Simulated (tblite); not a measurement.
Compound: C6H8NP.
Z-matrix (Å and degrees, GFN2-xTB geometry), rows numbered from 1:
```
C 
C   1  1.5296
C   2  1.5043  1  109.99
C   3  1.3869  2  119.63  1   -85.04
P   4  1.7315  3  124.66  2   177.94
C   5  1.7351  4   98.55  3    -0.07
C   6  1.3804  5  123.38  4     0.25
N   7  1.3197  6  127.06  5    -0.28
H   1  1.0883  2  110.65  3    60.44
H   1  1.0873  2  110.37  3  -179.28
H   1  1.0872  2  109.93  3   -59.35
H   2  1.0915  1  109.76  3  -121.16
H   2  1.0903  1  109.37  3   119.12
H   4  1.0832  3  118.16  2    -2.15
H   6  1.0821  5  117.89  4  -179.97
H   7  1.0864  6  119.08  5   179.69
```

All values are computed: GFN2-xTB (tblite) harmonic vibrations without scaling, gas phase. The method is semi-empirical: single wavenumbers can be off by several per cent or more. One conformer, not necessarily the lowest.

Harmonic wavenumbers (cm⁻¹): 37.2, 101.7, 202.6, 230.8, 245.4, 335.8, 433.0, 439.8, 501.4, 684.1, 732.0, 763.2, 820.9, 827.4, 848.5, 898.6, 910.1, 969.1, 1035.8, 1062.6, 1077.5, 1132.4, 1175.1, 1227.9, 1275.3, 1310.8, 1315.2, 1374.6, 1405.6, 1455.7, 1470.6, 1496.9, 1503.4, 1539.5, 2980.7, 3002.9, 3003.4, 3029.3, 3036.7, 3037.0, 3044.9, 3049.1.

A = 3489, B = 1266, C = 1007 MHz; mass 125.039 u (most abundant isotopes); point group C1, symmetry number 1.

Question: Zero-point energy?

Answer: Half the sum of the wavenumbers: 27512 cm⁻¹ = 78.66 kcal/mol.

Question: Give the ideal-gas entropy at 500 K and 1 bar in the rigid-rotor, harmonic-oscillator model (classical rotation).

Answer: Translation 42.98, rotation 30.21, vibration 36.48: S = 109.7 cal/(mol K).

Question: And Cp and H(500 K) − H(0)?

Answer: Cp = 47.47 cal/(mol K), of which vibrations give 39.52 (their classical limit is 42 R = 83.5); H(500 K) − H(0) = 13.64 kcal/mol without the zero-point energy, 9.66 from vibrations.

Question: How do the functions run with temperature in this model?

Answer: 
| T (K) | S (cal/(mol K)) | Cp (cal/(mol K)) | H − H(0) (kcal/mol) | G − H(0) (kcal/mol) | ln q(vib) |
| --- | --- | --- | --- | --- | --- |
| 50 | 57.3 | 11.2 | 0.47 | -2.39 | 0.48 |
| 100 | 66.2 | 15.0 | 1.13 | -5.50 | 1.28 |
| 298.15 | 89.5 | 31.1 | 5.63 | -21.06 | 4.78 |
| 373.15 | 97.2 | 37.7 | 8.21 | -28.07 | 6.19 |
| 750 | 131.7 | 60.8 | 27.31 | -71.44 | 13.48 |
| 1000 | 150.4 | 69.3 | 43.65 | -106.76 | 18.12 |

q(vib) and H(0) count from the zero-point level.

Question: What must be added to the electronic energy to get the Gibbs energy at 500 K and 1 bar?

Answer: ZPE + [H(500 K) − H(0)] − T·S = 78.66 + 13.64 − 54.84 = 37.46 kcal/mol.

Question: Blend soft modes into free rotors: weight 1/[1 + (100 cm⁻¹/ν̃)⁴] for the oscillator and the rest for a rotor with moment μB/(μ + B), μ = h/(8π²ν), B = 10⁻⁴⁴ kg m². What vibrational entropy results?

Answer: 33.88 cal/(mol K) in place of 36.48, which changes −T·S at 500 K by +1.30 kcal/mol.

Hindered rotation and anharmonicity are outside this model. Other conformers, if any are populated, would add a mixing term that is left out. The structure is chiral; the term R ln 2 for an equal mix with its mirror image is left out.
